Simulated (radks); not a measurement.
Question: These are the eigenvalues of the occupied orbitals of an atom or ion with whole-number occupations (eV). Method: Dirac Kohn-Sham, LDA (Slater exchange, Perdew-Wang correlation), spin-unpolarised, spherical densities, point nucleus; computed with a radial shooting solver on a logarithmic mesh with Libxc functionals.

1s1/2: -37190.41
2s1/2: -5877.112
2p1/2: -5538.564
2p3/2: -5157.321
3s1/2: -1240.107
3p1/2: -1097.757
3p3/2: -1024.104
3d3/2: -773.4477
3d5/2: -757.7293
4s1/2: -242.9757
4p1/2: -191.2260
4p3/2: -175.7491
4d3/2: -91.1042
4d5/2: -88.4767
5s1/2: -33.7628
5p1/2: -20.2669
5p3/2: -18.1502
6s1/2: -3.3465

Which element is it, and in what charge state? The configuration may be excited. Open shells, if any, are shared by 2j + 1.

Answer: Z = 56, barium, charge 0: Ba in [Xe] 6s2. The list shows which subshells hold electrons but not how many an open one holds; the 1s level, -1366.7 hartree, gives Z - s = 52.3 by -(Z - s)^2/2, which with screening and relativity narrows Z to a few neighbours, and the depths of the outer levels then fix element, charge and occupations together.
